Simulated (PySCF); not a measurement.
H4O2S2Si, SMILES O[Si](O)(S)S.

Geometry: B3LYP-D3(BJ)/def2-SVP. One conformer was computed; it need not be the lowest.

Level of theory: SMD-M06-2X/6-31G* (PySCF).

Solvation free energies are E(SMD) − E(gas) at the gas-phase geometry, for 1 M in both phases. In vacuum the dipole moment is 1.21 D.

Estimate the solvation free energies in water, tetrahydrofuran, ethylethanoate. (The exact figures need the calculation; the answer reports its results.)


| solvent | ΔG(solv) (kcal/mol) | its non-electrostatic (CDS) part | dipole (D) |
|---|---|---|---|
| water | -11.0 | 1.9 | 1.45 |
| tetrahydrofuran | -8.6 | -3.1 | 1.40 |
| ethylethanoate | -8.5 | -3.2 | 1.39 |
